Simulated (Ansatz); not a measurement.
CH$_{5}$ClO$_{2}$Si, SMILES `O[SiH](O)CCl`, relaxed with RKS PBE0-D4/def2-TZVP in Ansatz 0.2.0 from a PBE-D4/def2-SVP geometry. The force threshold is 0.005 eV/Å; the program also tests the step.

Total charge 0; spin multiplicity 1.

Start:

```xyz
10

O    -0.171   -1.729    0.452
Si   -0.416   -0.081    0.625
O     0.410    0.455    1.973
C     0.220    0.729   -0.979
Cl   -0.489   -0.197   -2.377
H    -0.229   -2.001   -0.486
H    -1.841    0.314    0.849
H     1.282    0.045    2.109
H     1.323    0.676   -1.076
H    -0.089    1.788   -1.090
```

Task: How much energy does the relaxation release, and in how many steps? (Estimate.)

Result: Computed: 2.04 kcal/mol, in 9 steps, 1 of them rejected.

Task: Which bonds change most? (An estimate is asked.)

Result: Ansatz gave: Si2–O3 from 1.670 to 1.634 Å; O1–Si2 from 1.675 to 1.639 Å; C4–Cl5 from 1.821 to 1.794 Å; Si2–C4 from 1.906 to 1.880 Å.

Task: Give the relaxed structure. (An estimate is asked.)

Result: Ansatz gave: 
```xyz
10

O    -0.089   -1.695    0.477
Si   -0.383   -0.086    0.586
O     0.398    0.477    1.906
C     0.232    0.745   -0.984
Cl   -0.573   -0.063   -2.369
H    -0.275   -2.107   -0.370
H    -1.816    0.236    0.762
H     1.221    0.051    2.151
H     1.308    0.638   -1.127
H    -0.023    1.804   -1.032
```
